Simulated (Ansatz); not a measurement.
Program: Ansatz. Geometries: PBE0-D4/def2-TZVP. ΔE: electronic, gas phase. CCSD(T)/CBS is the MP2 limit (def2-TZVPP, def2-QZVPP) plus CCSD(T) − MP2 in def2-TZVPP, frozen cores. This one scheme is used for every species. DFT in def2-TZVPP. One conformer a species, not always the lowest.

Consider the formal hydrolysis of a C–F bond: `CBCCF` + H₂O → `CBCCO` + H–F.

`CBCCF`:

Z-matrix (Å, degrees):
```
C
B 1 1.558
H 1 1.094 2 112.3
H 1 1.101 2 105.9 3 -113.6
H 1 1.091 2 116.5 3 127.4
C 2 1.563 1 125.6 3 -142.1
H 2 1.202 1 118.0 3 40.3
C 6 1.503 2 117.7 1 2.0
H 6 1.100 2 107.4 1 -122.6
H 6 1.100 2 107.3 1 126.5
F 8 1.389 6 110.9 2 -179.7
H 8 1.095 6 111.6 2 -60.4
H 8 1.095 6 111.6 2 61.0
```

H₂O:

Z-matrix (Å, degrees):
```
O
H 1 0.960
H 1 0.960 2 105.1
```

`CBCCO`:

Cartesian coordinates in Å:
```
C 0.018 -1.981 -0.222
B 0.988 -0.807 0.105
C 0.595 0.705 0.147
C -0.859 1.077 -0.047
O -1.082 2.472 -0.123
H -1.049 -1.753 -0.179
H 0.225 -2.873 0.376
H 0.245 -2.281 -1.257
H 2.147 -1.070 0.294
H 0.975 1.115 1.097
H 1.210 1.213 -0.613
H -1.231 0.674 -0.992
H -1.471 0.632 0.751
H -0.709 2.877 0.663
```

H–F:

Cartesian coordinates in Å:
```
F -0.110 -0.278 0.350
H 0.110 0.278 -0.350
```

```
         level  ΔE (kcal/mol)
           PBE            2.9
CCSD/CBS(def2)            2.1
```

(1) What does CCSD(T)/CBS give? (Estimate.)

Largest T1 diagnostic among the species: 0.010.

## Answers

(1) The calculation gave: +1.8 kcal/mol. The listed levels differ from it by 1.1, 0.3 kcal/mol.

In def2-TZVPP, CCSD(T) changes the Hartree–Fock value by −2.6 kcal/mol (the triples alone add −0.3 kcal/mol) and MP2 by −3.4 kcal/mol.
